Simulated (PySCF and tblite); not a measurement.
The numbers below are computed, except where a source is named.
C6H12O, numbered as in [CH3:1][C@H:2]1[CH2:3][CH2:4][CH2:5][CH2:6][O:7]1.

Free energies: PBE0-D3(BJ)/def2-TZVP on PBE0-D3(BJ)/def2-SVP structures plus GFN2-xTB thermal terms, symmetry and mirror images included. Conformers within 4 kcal/mol (GFN2-xTB free energy) were kept, 5 at most. GIAO shieldings: PBE0/pcSseg-1. Shifts are against TMS (¹H), TMS (¹³C) at the same level; of two unlike H on one atom, a is the less shielded. (PySCF 2.14, tblite 0.8.)

Task: List the conformer-averaged shifts at 298.15 K.

Result: ¹H: 3.89 (H6a, 1H), 3.27 (H6b, 1H), 2.98 (H2, 1H), 1.68 (H4a, 1H), 1.42 (H5a, 1H), 1.31 (H4b, 1H), 1.19 (H3a, 1H), 1.11 (H1, 3H), 1.11 (H5b, 1H), 1.02 (H3b, 1H) ppm. ¹³C: 74.2 (C2), 69.4 (C6), 35.3 (C3), 28.1 (C5), 26.1 (C4), 23.9 (C1) ppm.

Task: How do the conformers differ?

Result: The 6-ring runs over atoms 2–3–4–5–6–7.
| conformer | shape | weight % |
| --- | --- | --- |
| 1 | 6-ring chair (all substituents equatorial) | 99.5 |
| 2 | 6-ring chair (C1 axial) | 0.5 |

| signal | 1 | 2 | average |
| --- | --- | --- | --- |
| H1 | 1.11 | 1.19 | 1.11 |
| H2 | 2.98 | 3.82 | 2.98 |
| H3a | 1.19 | 1.71 | 1.19 |
| H3b | 1.02 | 1.09 | 1.02 |
| H4a | 1.68 | 1.56 | 1.68 |
| H4b | 1.31 | 1.41 | 1.31 |
| H5a | 1.42 | 1.13 | 1.42 |
| H5b | 1.11 | 1.51 | 1.11 |
| H6a | 3.89 | 3.58 | 3.89 |
| H6b | 3.27 | 3.48 | 3.27 |
| C1 | 23.9 | 16.1 | 23.9 |
| C2 | 74.2 | 68.3 | 74.2 |
| C3 | 35.4 | 31.2 | 35.3 |
| C4 | 26.2 | 20.2 | 26.1 |
| C5 | 28.1 | 28.8 | 28.1 |
| C6 | 69.5 | 60.7 | 69.4 |

Shifts are unscaled: against experiment ¹³C can be off by 15 ppm or more and ¹H by 0.8 ppm.
